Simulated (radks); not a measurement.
The nuclear charge of neutral carbon is varied continuously with 6 electrons held in [He] 2s2 2p2. Calculated with a radial shooting solver on a logarithmic mesh with Libxc functionals: non-relativistic Kohn-Sham, BLYP, spin-polarised, spherical densities, point nucleus; open shells are filled with parallel spins first. By the Hellmann-Feynman theorem dE/dZ = E(electron-nucleus)/Z, the electronic potential at the nucleus.

| Z | E (hartree) | E(electron-nucleus)/Z (hartree) | HOMO | e(HOMO) (eV) | <r> HOMO (bohr) |
|---|---|---|---|---|---|
| 5.8 | -34.96359 | -14.0943 | 2p | -3.621 | 1.905 |
| 5.9 | -36.38817 | -14.3973 | 2p | -4.732 | 1.818 |
| 6 | -37.84303 | -14.6999 | 2p | -5.922 | 1.741 |
| 6.1 | -39.32813 | -15.0022 | 2p | -7.190 | 1.672 |
| 6.2 | -40.84346 | -15.3042 | 2p | -8.534 | 1.609 |
| 6.3 | -42.38897 | -15.6060 | 2p | -9.953 | 1.551 |
| 6.4 | -43.96466 | -15.9077 | 2p | -11.445 | 1.498 |
| 6.5 | -45.57051 | -16.2092 | 2p | -13.011 | 1.449 |
| 6.6 | -47.20650 | -16.5106 | 2p | -14.649 | 1.404 |
| 6.7 | -48.87262 | -16.8119 | 2p | -16.360 | 1.361 |
| 6.8 | -50.56887 | -17.1130 | 2p | -18.142 | 1.322 |
| 6.9 | -52.29523 | -17.4141 | 2p | -19.995 | 1.284 |
| 7 | -54.05169 | -17.7151 | 2p | -21.920 | 1.249 |

The central difference of E at Z = 6 is -14.700 hartree, to compare with the third column; the second derivative is -3.02 hartree.
